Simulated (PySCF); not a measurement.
# C₆ coefficients of unlike pairs at PBE

Calculated with PySCF 2.14 from the dipole response of each species, C₆(A,B) = (3/π) ∫ α_A(iu) α_B(iu) du, in atomic units, from isotropic polarisabilities. For ions this is the dispersion term alone; charge-induced terms of lower order in 1/R come first.

```
species           configuration                                      basis      relativity  α (bohr³)  C₆ (like pair)
    C³⁺           [He] 2s1 (2S)                   aug-cc-pwCVTZ (7s6p4d2f)            none      3.090           2.441
     Rh       [Kr] 4d8 5s1 (4F)                aug-cc-pVTZ-DK (9s8p6d3f2g)   spin-free X2C      53.52           463.0
   Br³⁺  [Ar] 3d10 4s2 4p2 (3P)  aug-cc-pwCVDZ-PP with ECP10MDF (6s5p4d1f)  core potential      5.998           22.36
```

Q: Estimate C₆ for Br³⁺ with C³⁺.

A: The integral gives 6.822. The combination rule 2 C_A C_B / (C_A α_B/α_A + C_B α_A/α_B) gives 6.715 and the geometric mean 7.388.

No spin-orbit coupling is included.

The other pairs:

```tsv
pair	C₆
Br³⁺, Rh	90.39
Rh, C³⁺	33.16
```
